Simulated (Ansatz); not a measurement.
`CC1(C)c2ccccc2-c2ccccc21`, relaxed as a singlet with RKS PBE0-D4/def2-SVP in Ansatz, starting from the GFN2-xTB geometry. Force threshold 0.03 eV/Å.

Start:

| atom | x (Å) | y (Å) | z (Å) |
| --- | --- | --- | --- |
| C1 | -0.389 | 1.721 | -1.657 |
| C2 | -0.724 | 0.486 | -0.816 |
| C3 | -2.120 | -0.037 | -1.168 |
| C4 | 0.322 | -0.594 | -0.988 |
| C5 | 0.687 | -1.279 | -2.127 |
| C6 | 1.688 | -2.238 | -2.040 |
| C7 | 2.309 | -2.512 | -0.832 |
| C8 | 1.947 | -1.830 | 0.318 |
| C9 | 0.952 | -0.871 | 0.234 |
| C10 | 0.376 | -0.013 | 1.256 |
| C11 | 0.659 | 0.090 | 2.608 |
| C12 | -0.058 | 1.002 | 3.366 |
| C13 | -1.033 | 1.794 | 2.781 |
| C14 | -1.316 | 1.694 | 1.425 |
| C15 | -0.610 | 0.788 | 0.663 |
| H16 | 0.606 | 2.084 | -1.408 |
| H17 | -1.106 | 2.516 | -1.467 |
| H18 | -0.414 | 1.476 | -2.717 |
| H19 | -2.353 | -0.913 | -0.566 |
| H20 | -2.871 | 0.727 | -0.976 |
| H21 | -2.166 | -0.314 | -2.219 |
| H22 | 0.210 | -1.081 | -3.076 |
| H23 | 1.985 | -2.779 | -2.927 |
| H24 | 3.084 | -3.263 | -0.786 |
| H25 | 2.429 | -2.043 | 1.261 |
| H26 | 1.420 | -0.527 | 3.061 |
| H27 | 0.146 | 1.097 | 4.423 |
| H28 | -1.580 | 2.500 | 3.390 |
| H29 | -2.079 | 2.320 | 0.985 |

| step | energy (eV) | largest force component (eV/Å) | SCF passes |
| --- | --- | --- | --- |
| 1 | -15755.0175 | 0.473 | 17 |
| 2 | -15755.0852 | 0.141 | 22 |
| 3 | -15755.0903 | 0.036 | 22 |
| 4 | -15755.0904 | 0.014 | 14 |

Force components are those of the run's own axes.

End:

```xyz
29

C    -0.386    1.721   -1.658
C    -0.725    0.486   -0.816
C    -2.123   -0.039   -1.165
C     0.326   -0.598   -0.985
C     0.690   -1.281   -2.137
C     1.694   -2.251   -2.062
C     2.326   -2.528   -0.847
C     1.963   -1.845    0.313
C     0.961   -0.879    0.238
C     0.379   -0.017    1.268
C     0.655    0.093    2.630
C    -0.065    1.015    3.389
C    -1.045    1.813    2.794
C    -1.322    1.702    1.429
C    -0.607    0.786    0.669
H     0.616    2.102   -1.412
H    -1.115    2.527   -1.478
H    -0.409    1.479   -2.732
H    -2.372   -0.926   -0.564
H    -2.887    0.731   -0.976
H    -2.180   -0.318   -2.229
H     0.203   -1.071   -3.093
H     1.989   -2.796   -2.962
H     3.109   -3.290   -0.807
H     2.457   -2.066    1.262
H     1.422   -0.530    3.098
H     0.139    1.115    4.458
H    -1.602    2.530    3.403
H    -2.091    2.331    0.973
```

By distances, no bond broke or formed. The bond that changes most is C1–H18, from 1.09 to 1.10 Å (atoms count from 1).

No frequencies were taken in this run, so the end may be a saddle point.

Run time 61 s (4 threads of Arm Neoverse V1 on a shared host), peak host memory 1.5 GiB.
